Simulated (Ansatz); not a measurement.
`NC[O][GaH2]` + H₂ → `C[O][GaH2]` + NH₃ at 298.15 K and 1 bar (hydrogenolysis of a C–N bond).

Gas-phase electronic energies from Ansatz, PBE0-D4/def2-TZVP geometries. CBS: MP2 limit from def2 TZ/QZ plus the TZ coupled-cluster correction, frozen cores. This one scheme is used for every species. For Ga outer-core shells are correlated without core-valence functions, which leaves a few kJ/mol of doubt a bond. Scalar relativity is left out up to krypton. Each species was taken in one conformer, which may not be the lowest.

| species | CCSD(T)/CBS energy (Eh) | H − E (kJ/mol) | S (J/(mol·K)) |
| --- | --- | --- | --- |
| `NC[O][GaH2]` | -2095.47839 | 211.5 | 332.1 |
| H₂ | -1.17544 | 35.1 | 130.4 |
| `C[O][GaH2]` | -2040.16771 | 160.8 | 303.8 |
| NH₃ | -56.50880 | 100.5 | 192.4 |

H − E and S are ideal-gas, rigid-rotor, harmonic terms from PBE0-D4/def2-TZVP, for one conformer and one mirror image of each species. For small species the MP2-based limit differs from directly extrapolated CCSD(T) by up to some mEh (0.8 for H₂); such offsets cancel only in part. 1 Eh = 2625.50 kJ/mol, R = 8.31446 J/(mol·K).

Problem. By hand: ΔE, ΔH, ΔS and ΔG.

Solution. ΔE = (-2040.16771) + (-56.50880) − (-2095.47839) − (-1.17544) = -0.02268 Eh = -59.5 kJ/mol. Δ(H − E) = 160.8 + 100.5 − 211.5 − 35.1 = 14.7, so ΔH = -44.8 kJ/mol. ΔS = 303.8 + 192.4 − 332.1 − 130.4 = 33.7 J/(mol·K). ΔG = -44.8 − 298.15 × (33.7)/1000 = -54.8 kJ/mol.

Problem. By hand: the equilibrium constant, and the temperature at which ΔG would vanish if ΔH and ΔS stayed fixed.

Solution. log₁₀ K = −ΔG/(RT ln 10) = 9.6. ΔH and −TΔS have one sign here, so there is no such temperature.

ΔH outweighs TΔS. A doubt of 5 kJ/mol in ΔE shifts log₁₀ K by 0.9 here. Other conformers and mirror images would add mixing entropy, several J/(mol·K) or more a flexible species. Modes under 60 cm⁻¹, often nearly free rotors, make the harmonic entropy too high. These are equilibria of isolated gas molecules and say nothing of rates. Largest T1 diagnostic: 0.015 (customary marks: 0.02 for closed shells, 0.045 for open ones).
